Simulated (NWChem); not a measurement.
## Atomisation of H₃BF₂O

SMILES: FBF.O
```xyz
7

B     -0.4398    -0.3691     0.0000
H     -0.6936    -1.5484     0.0000
F     -0.6393     0.3345     1.1434
F     -0.6393     0.3345    -1.1434
O      1.3920    -0.3695     0.0000
H      1.6321     0.1641     0.7760
H      1.6321     0.1641    -0.7760
```
Charge 0, spin multiplicity 1.

All runs are NWChem calculations. Structure: optimised with B3LYP/def2-SVP, a minimum by its harmonic frequencies.

Basis set: def2-TZVP. The atomisation energy is electronic alone: no zero-point, thermal, spin-orbit or counterpoise terms. No value is extrapolated to the basis-set limit. Free atoms are single determinants with multiplicities B 2, H 2, F 2, O 3. Correlated methods freeze the same cores in atoms and molecule, 4 orbitals in all.

B3LYP has NWChem's definition, with VWN1-RPA local correlation. The structure started from a generated list of species. The stability of the SCF solutions was not checked. Open-shell Hartree-Fock references start from PBE0 orbitals.

Problem. One of these methods gave an atomisation energy of 648.4 kcal/mol. Which?
A) PBE0
B) PBE
C) M06-2X
D) MP2

Solution. D, MP2. The others give 656.9 (PBE), 651.4 (M06-2X), 639.2 (PBE0).
